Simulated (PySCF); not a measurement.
OPb (SMILES [O]=[Pb]), singlet, at a GFN2-xTB geometry (such geometries of metal compounds can be far from the true shape) (core potentials on Pb); PySCF with PBE0/def2-SVPD, TDA.

Here is a job for PySCF.
```python
from pyscf import gto, scf, dft, tdscf

mol = gto.Mole()
mol.atom = '''
    Pb   -0.000000   -0.000000   -0.170634
    O     0.000000    0.000000    1.748994
'''
mol.basis = 'def2-svpd'
mol.ecp = {'Pb': 'def2-svpd'}
mol.charge = 0
mol.spin = 0
mol.verbose = 3
mol.build()

mf = dft.RKS(mol)
mf.xc = 'pbe0'
mf.kernel()
td = mf.TDA()
td.nstates = 15
td.kernel()
td.analyze(verbose=3)
```

Problem. Predict the main parts of the log of this PySCF run.

Solution. 
```
converged SCF energy = -267.930973617726
Excitation energies (eV)
[3.34842813 3.63304567 3.63305143 3.65949111 3.65949111 5.38488942
 6.31685883 6.31685883 6.91502915 6.91502915 6.94491773 8.2546663
 8.49790148 8.49790164 8.49807638]

** Singlet excitation energies and oscillator strengths **
Excited State   1:      3.34843 eV    370.28 nm  f=0.0000
Excited State   2:      3.63305 eV    341.27 nm  f=0.0000
Excited State   3:      3.63305 eV    341.27 nm  f=0.0000
Excited State   4:      3.65949 eV    338.80 nm  f=0.0255
Excited State   5:      3.65949 eV    338.80 nm  f=0.0255
Excited State   6:      5.38489 eV    230.24 nm  f=0.0018
Excited State   7:      6.31686 eV    196.28 nm  f=0.0229
Excited State   8:      6.31686 eV    196.28 nm  f=0.0229
Excited State   9:      6.91503 eV    179.30 nm  f=0.0916
Excited State  10:      6.91503 eV    179.30 nm  f=0.0916
Excited State  11:      6.94492 eV    178.53 nm  f=0.0004
Excited State  12:      8.25467 eV    150.20 nm  f=1.2969
Excited State  13:      8.49790 eV    145.90 nm  f=0.0000
Excited State  14:      8.49790 eV    145.90 nm  f=0.0000
Excited State  15:      8.49808 eV    145.90 nm  f=0.0000
```
